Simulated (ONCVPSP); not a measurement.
## La (Z = 57): one change to an ONCV potential, before and after

lanthanum (La), optimised norm-conserving Vanderbilt (ONCV), made with ONCVPSP 4.0.1 (PBE, scalar-relativistic). Core [Kr], reference 4d10 5s2 5p6 5d1 6s1 6p1. Waves: 5s+6s: rc 2.80 bohr, ncon 4, nbas 7, qcut 5.1 1/bohr, 2 projectors; 5p+6p: rc 2.45 bohr, ncon 3, nbas 8, qcut 6.6 1/bohr, 2 projectors; 4d+5d: rc 1.05 bohr, ncon 4, nbas 8, qcut 14.9 1/bohr, 2 projectors; f scattering state at 0.1 Ha: rc 2.85 bohr, ncon 4, nbas 8, qcut 4.5 1/bohr, 2 projectors, debl 2.7 Ha. Local part: polynomial inside 0.70 bohr (lpopt 4, dvloc0 1 Ha). Core correction: none.

In the f channel the program set the typed energies aside and used -0.200, 2.500 Ha.

All-electron outer shells of the reference configuration (PBE, scalar-relativistic, ld1.x):

```
shell  level (eV)  outermost node (bohr)  outermost maximum (bohr)
   4p     -201.12                   0.34                      0.63
   4d     -104.97                   0.32                      0.68
   5s      -40.03                   0.77                      1.41
   5p      -23.49                   0.83                      1.58
   6s       -4.28                   1.86                      3.79
   5d       -3.96                   0.95                      2.19
   6p       -1.86                   2.20                      4.93
```

Change: s: qcut 4.5; p: qcut 5.9; d: qcut 13.3; f: qcut 4.

Cutoffs: the cutoffs (Ha) at which the residual kinetic energy of the hardest occupied pseudo-wave falls to 1 and 0.1 mHa per electron; they do not see the model core or the augmentation charge, which bear on the density cutoff. Errors are all-electron minus pseudo energies relative to the spin-unpolarised reference configuration.

Question: Predict the effect on cutoff, ghosts and configuration errors.

Answer: The potential gets softer (76 Ha and 88 Ha → 70 Ha and 80 Ha); both files keep a bound ghost (p, s); of the 4 tests that both files solve, the error grows in 0 and shrinks in 1 by more than 15 % and 0.3 meV (median size 1.2 → 0.6 meV).

| quantity | base | changed |
| --- | --- | --- |
| cutoff, loose | 76 Ha | 70 Ha |
| cutoff, tight | 88 Ha | 80 Ha |
| loose cutoff by channel | s 7.2 Ha, p 12 Ha, d 76 Ha | s 6.2 Ha, p 9.7 Ha, d 70 Ha |
| bound ghosts | s, p | s, p |
| GHOST(+) flags under 300 eV | s at 77.5 eV | none |
| error for 4d10 5s2 5p6 5d1 6s2 6p0, meV [ΔE -2.38 eV] | -0.3 | -0.4 |
| error for 4d10 5s2 5p6 5d1 6s1 6p0, meV [ΔE 3.59 eV] | -0.8 | -0.8 |
| error for 4d10 5s2 5p6 5d1 6s0 6p0, meV [ΔE 14.48 eV] | -3.4 | -3.7 |
| error for 4d10 5s2 5p6 5d0 6s0 6p0, meV [ΔE 33.43 eV] | -1.6 | -0.3 |
| s: phases at 2.84 bohr within 0.05 rad from the reference energy up to (Ha; the scan ends near 5) | 2.2 | 2.0 |
| p: phases at 2.49 bohr within 0.05 rad from the reference energy up to (Ha; the scan ends near 5) | to the end of the scan | 4.8 |
| d: phases at 1.06 bohr within 0.05 rad from the reference energy up to (Ha; the scan ends near 5) | to the end of the scan | to the end of the scan |
| f: phases at 2.89 bohr within 0.05 rad from the reference energy up to (Ha; the scan ends near 5) | 0.3 | -0.2 |

 A true bound ghost makes a file unfit for plane-wave use even where its test errors are small: the radial tests pick states by their node count and pass the ghost by.
